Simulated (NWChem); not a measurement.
System: TiN2H4S; SMILES [S]=[Ti]([NH2])[NH2]

```xyz
8

Ti     0.0756    -0.2957     0.0000
S     -0.0245     1.7701     0.0000
N     -0.0552    -1.1538    -1.6613
H     -0.1084    -2.1589    -1.8210
H     -0.1406    -0.6724    -2.5544
N     -0.0552    -1.1538     1.6613
H     -0.1084    -2.1589     1.8210
H     -0.1406    -0.6724     2.5544
```
Atoms are numbered in this order, from 1.

All runs use the structure optimised with PBE0/def2-SVP.

Symmetry labels are those of Cs in the frame above (b1 and b2, or b-type labels, depend on it).

List the 4 lowest vertical singlet excitations from PBE0/def2-SVPD, TDA (NWChem).


```csv
state,energy (eV),oscillator strength,symmetry,leading excitation (squared amplitude)
S1,2.73,0.004,a",HOMO → LUMO (0.99)
S2,2.92,0.014,a',HOMO−1 → LUMO (0.93)
S3,3.34,0.000,a',HOMO−2 → LUMO (0.89)
S4,3.50,0.000,a",HOMO → LUMO+1 (0.98)
```
